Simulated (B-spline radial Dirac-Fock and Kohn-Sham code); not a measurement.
The free platinum atom: differential elastic cross section for electrons at 10 keV

Method: relativistic (Dirac) partial waves in the static field of the Dirac-Fock atom with Furness-McCarthy exchange, without polarisation or absorption potentials. Computed with a radial finite-basis atomic code.

```csv
θ (°),dσ/dΩ (a₀²/sr),Sherman function
0,237,0.000
1,195,0.000
2,122,0.000
3,69.3,0.000
5,23.1,0.000
7,9.14,0.000
10,3.25,0.001
15,0.982,0.003
20,0.424,0.003
25,0.232,-0.003
30,0.143,-0.012
40,0.0647,-0.025
50,0.0351,-0.001
60,0.0212,0.060
70,0.0137,0.124
80,0.00943,0.139
90,0.00712,0.066
100,0.00613,-0.077
110,0.00612,-0.204
120,0.00678,-0.257
130,0.00786,-0.245
140,0.00909,-0.201
150,0.0103,-0.149
160,0.0112,-0.097
170,0.0119,-0.048
180,0.0121,0.000
```

The total elastic cross section is 2.92 a₀², the first transport cross section 0.160 a₀² and the second, weighted with (3/2) sin²θ, 0.251 a₀². The mean deflection is ⟨1 − cos θ⟩ = 0.0548, and 1.7 % of the collisions scatter beyond 90°.

On this grid of angles the cross section has a minimum near 110°.
